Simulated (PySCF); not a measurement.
## Run times: cadmium in even-tempered 23s16p12d5f4g

Measured wall times of calculations with PySCF 2.14 in an uncontracted even-tempered set (23 s from 0.076 bohr⁻², ratio 2.5; 16 p from 0.098 bohr⁻², ratio 2.5; 12 d from 0.098 bohr⁻², ratio 2.5; 5 f from 1.2 bohr⁻², ratio 2.7; 4 g from 1.8 bohr⁻², ratio 2.7), with scalar relativity by spin-free X2C-1e, run from one Python driver. Hardware: 1 thread of Intel(R) Xeon(R) 6975P-C on a shared host, 3 GiB allowed. The two-electron integrals over 202 functions were computed once and kept in memory (2.7 CPU seconds with the set-up); the times below exclude them. Kohn-Sham runs start from converged Hartree-Fock orbitals.

Launch command (the driver calls PySCF for each step listed in the task file):

```bash
OMP_NUM_THREADS=1 python atomrun2.py TASK.json OUT
```

```tsv
species	step	iterations	wall time (s)
Cd⁴⁺ [Kr] 4d8	UHF with spin-orbit constants	6	41
Cd⁴⁺ [Kr] 4d8	LDA	6	3
Cd⁴⁺ [Kr] 4d8	PBE	6	4.1
Cd⁴⁺ [Kr] 4d8	r2SCAN	6	8.4
Cd⁴⁺ [Kr] 4d8	MP2 (16 electrons)		6.3
Cd⁵⁺ [Kr] 4d7	UHF with spin-orbit constants	6	40
Cd⁵⁺ [Kr] 4d7	LDA	6	3
Cd⁵⁺ [Kr] 4d7	PBE	6	4
Cd⁵⁺ [Kr] 4d7	PBE0	6	11
Cd⁵⁺ [Kr] 4d7	r2SCAN	6	8.2
Cd⁵⁺ [Kr] 4d7	MP2 (15 electrons)		6
```

Q: Roughly how long does PBE0 take for Cd⁴⁺ [Kr] 4d8 here?

A: About 11 s.

Peak memory of the process: 2.2 GiB. Times on a shared host vary from run to run.
